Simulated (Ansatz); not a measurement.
[BCl4]- (BCl₄⁻). Charge -1, multiplicity 1. Geometry relaxed at B3LYP-D4/def2-SVPD.

```
atom   x (Å)   y (Å)   z (Å)
  B1  -0.001   0.000   0.000
 Cl2  -1.789  -0.118  -0.570
 Cl3   0.217   1.530   1.070
 Cl4   1.129   0.119  -1.498
 Cl5   0.443  -1.530   0.998
```

Q: Estimate the harmonic wavenumbers at RKS B3LYP-D4/def2-SVPD (Ansatz, unscaled). Is this a minimum?

A: 179, 179, 264, 264, 264, 391, 670, 670, 670 cm⁻¹. Yes, no mode is imaginary beyond noise. Zero-point energy 21.2 kJ/mol. It took 41 s on 4 threads of Arm Neoverse V2 on a shared host.
